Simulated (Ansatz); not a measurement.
F₅Si−, SMILES `F[Si-](F)(F)(F)F`. Charge -1, multiplicity 1.

```xyz
6

F    -1.378    0.825    0.452
Si    0.000    0.000    0.000
F     0.642    1.383   -0.568
F    -0.889   -0.948   -0.979
F     1.378   -0.825   -0.453
F     0.248   -0.436    1.548
```

What are the harmonic wavenumbers in cm⁻¹ at PBE0-D4/def2-TZVPD (Ansatz, finite differences of forces, unscaled)? (Best estimate.)

Ansatz gave: 141, 141, 412, 412, 442, 442, 474, 526, 700, 809, 879, 879.

Is this a minimum?

Yes, all 12 modes are real.

Give the ideal-gas thermochemistry at 298.15 K and 1 bar (rigid rotor, harmonic oscillator; point group D3h, symmetry number 6).

Zero-point energy 37.4 kJ/mol; H(298) − E = 55.8 kJ/mol; entropy 313.4 J/(mol·K), of which translation 168.9, rotation 97.7, vibration 46.8; G(298) − E = -37.7 kJ/mol.

Rotational constants (cm⁻¹)?

0.1117, 0.093, 0.09298.
